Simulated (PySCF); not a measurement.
Computed with B3LYP-D3(BJ)/def2-TZVP run with PySCF. All species are isolated molecules in the gas phase. One relaxed conformer stands for a flexible species; it need not be the lowest. B3LYP has the VWN-RPA correlation part, as in Gaussian. Excitations are Tamm–Dancoff values on a coarser integration grid. The basis has no diffuse functions, so Rydberg states are missing or too high.

Reference species (SMILES): `C=[SiH]O` (C–Si–O–H torsion 0°) (neutral, multiplicity 1).

```
Item                                            Value
-------------------------------------------  --------
brightest of the four lowest singlets (TDA)   5.74 eV
HOMO                                         -5.98 eV
```

Changed species: `C1O[SiH2]1`.

Task: Give the shifts of the brightest of the four lowest singlets (TDA) and HOMO.

Result: the brightest of the four lowest singlets (TDA) increases by 0.35 eV, to 6.09 eV; the HOMO drops by 1.51 eV, to -7.49 eV.
